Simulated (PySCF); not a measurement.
Changes within a family of molecules, several properties at once.

PySCF, CAM-B3LYP/def2-SVPD, density fitting, gas phase; each molecule at its own PBE0-D3(BJ)/def2-SVP geometry, one conformer. Singlet excitations by full TDDFT with frozen cores and triplets by Tamm–Dancoff TDDFT. 

Reference: `B[C@@H]1CC[BH2-][N+]1(C)C`, with HOMO energy -8.70 eV, LUMO energy -0.80 eV, lowest singlet excitation 5.38 eV, lowest triplet excitation 4.93 eV and mean polarisability 95.4 au.

Changes against it:

```json
{"molecule": "[H]/N=C/[C@@H]1CC[BH2-][N+]1(C)C", "Δ HOMO energy (eV)": "-0.07", "Δ LUMO energy (eV)": "+0.96", "Δ lowest singlet excitation (eV)": "-0.26", "Δ lowest triplet excitation (eV)": "-0.64", "Δ mean polarisability (au)": "+5.2"}
{"molecule": "C[N+]1(C)[BH2-]CC[C@@H]1CN", "Δ HOMO energy (eV)": "+0.05", "Δ LUMO energy (eV)": "+1.81", "Δ lowest singlet excitation (eV)": "+1.07", "Δ lowest triplet excitation (eV)": "+1.23", "Δ mean polarisability (au)": "+7.0"}
{"molecule": "CO[C@H]1CC[BH2-][N+]1(C)C", "Δ HOMO energy (eV)": "+0.02", "Δ LUMO energy (eV)": "+1.88", "Δ lowest singlet excitation (eV)": "+1.83", "Δ lowest triplet excitation (eV)": "+2.13", "Δ mean polarisability (au)": "+3.2"}
{"molecule": "C[N+]1(C)[BH2-]CC[C@H]1B(O)O", "Δ HOMO energy (eV)": "+0.07", "Δ LUMO energy (eV)": "+1.15", "Δ lowest singlet excitation (eV)": "+1.55", "Δ lowest triplet excitation (eV)": "+1.90", "Δ mean polarisability (au)": "+6.0"}
```

Rows whose labels were lost:

```tsv
row	Δ HOMO energy (eV)	Δ LUMO energy (eV)	Δ lowest singlet excitation (eV)	Δ lowest triplet excitation (eV)	Δ mean polarisability (au)
P	+0.06	+1.74	+0.87	+0.40	+22.2
Q	-0.06	+1.60	+1.74	+1.94	+15.8
R	-0.10	+1.88	+0.89	+0.37	+7.3
```

**Question.** Which row belongs to which of `C[N+]1(C)[BH2-]CC[C@H]1O[SiH3]`, `C#C[C@@H]1CC[BH2-][N+]1(C)C` and `CC#C[C@H]1CC[BH2-][N+]1(C)C`?

**Answer.** P = `CC#C[C@H]1CC[BH2-][N+]1(C)C`, Q = `C[N+]1(C)[BH2-]CC[C@H]1O[SiH3]` and R = `C#C[C@@H]1CC[BH2-][N+]1(C)C`. P and Q are told apart most clearly by the lowest triplet excitation (+0.40 against +1.94 eV); P and R are told apart most clearly by the mean polarisability (+22.2 against +7.3 au); Q and R are told apart most clearly by the lowest triplet excitation (+1.94 against +0.37 eV).

**Question.** Which row has the smallest HOMO–LUMO gap and which the largest, and does the HOMO or the LUMO shift more there?

**Answer.** Smallest, counted from the reference: `[H]/N=C/[C@@H]1CC[BH2-][N+]1(C)C`, +1.03 eV (HOMO -0.07, LUMO +0.96), the larger shift being that of the LUMO. Largest: R, +1.98 eV (HOMO -0.10, LUMO +1.88), the larger shift being that of the LUMO. The gap of the reference itself lies below all of them.
